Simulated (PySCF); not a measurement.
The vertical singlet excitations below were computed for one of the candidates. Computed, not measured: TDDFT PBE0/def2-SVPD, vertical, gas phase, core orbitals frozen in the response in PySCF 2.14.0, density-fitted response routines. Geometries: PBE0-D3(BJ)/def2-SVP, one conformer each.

| state | λ (nm) | f |
| --- | --- | --- |
| S1 | 326.5 | 0.046 |
| S2 | 236.2 | 0.017 |
| S3 | 228.8 | 0.162 |
| S4 | 218.5 | 0.0057 |
| S5 | 207.3 | 0.0027 |
| S6 | 205.8 | 0.0083 |
| S7 | 201.5 | 0.0086 |
| S8 | 196.2 | 0.088 |
| S9 | 193.0 | 0.057 |
| S10 | 190.7 | 0.054 |

Orbital energies (eV): HOMO-3 -8.85, HOMO-2 -8.68, HOMO-1 -7.36, HOMO -5.75, LUMO -1.08, LUMO+1 0.54, LUMO+2 1.00.

Question: Which structure fits?
A. `C1[C@@H](CN[SiH2]1)C=O`
B. `CC(C)[C@@H]1CN[SiH2]C1`
C. `C=C(C)[C@H]1CN[SiH2]C1`
D. `CN(C)C1=C[SiH2]C=C1`

Answer: D. Its S1, at 3.80 eV, is the lowest among the candidates; the nearest of the others has S1 at 4.25 eV. S1 is HOMO→LUMO (98%). Löwdin shares by element: HOMO carbon 51% or more, nitrogen 23% (atoms not listed hold the other 25%); LUMO carbon 69% or more (atoms not listed hold the other 31%). At the same level the other candidates give, for their lowest levels:
- `CC(C)[C@@H]1CN[SiH2]C1`: 217 nm (f 0.005); 207 nm (f 0.007); 183 nm (f 0.001); 182 nm (f 0.007); 180 nm (f 0.003); T1 5.43 eV; HOMO -6.50, LUMO 0.61 eV
- `C=C(C)[C@H]1CN[SiH2]C1`: 223 nm (f 0.001); 214 nm (f 0.002); 205 nm (f 0.014); 189 nm (f 0.017); 185 nm (f 0.054); T1 4.20 eV; HOMO -6.42, LUMO 0.31 eV
- `O=C[C@@H]1CN[SiH2]C1`: 292 nm (f 0.001); 250 nm (f 0.001); 214 nm (f 0.005); 203 nm (f 0.008); 182 nm (f 0.010); T1 3.63 eV; HOMO -6.76, LUMO -0.88 eV

Shape of the structure used: `[CH3:1][N:2]([CH3:3])[C:4]1=[CH:5][SiH2:6][CH:7]=[CH:8]1`: C1–N2–C4–C5 148°.
Triplets come from the Tamm–Dancoff approximation.

Without π bonds the low states are Rydberg-like; a valence basis with one diffuse set may place them up to an eV too high.
